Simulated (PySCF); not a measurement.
**[Ti(F)3(H)] (charge 0, multiplicity 1)**

The numbers are results of TPSSh-D3(BJ)/def2-TZVP // BP86-D3(BJ)/def2-SVP in PySCF, not measurements.

```yaml
HOMO: -8.97 eV
dipole_moment: 0.13 D
HOMO–LUMO gap: 5.31 eV
LUMO: -3.66 eV
charge on the central atom (Mulliken): 1.36 e
charge on the central atom (meta-Löwdin): 1.47 e
total_energy: -1149.9524 Ha
cost: roughly 60 core-seconds
```

Bonded distances (Å): Ti1–F2 1.740, Ti1–F3 1.740, Ti1–F4 1.739, Ti1–H5 1.692. Bond angles (°): F2–Ti1–F3 112.7, F2–Ti1–F4 112.3, F2–Ti1–H5 106.3, F3–Ti1–F4 112.4, F3–Ti1–H5 106.3, F4–Ti1–H5 106.3.
Charge 0, spin multiplicity 1.
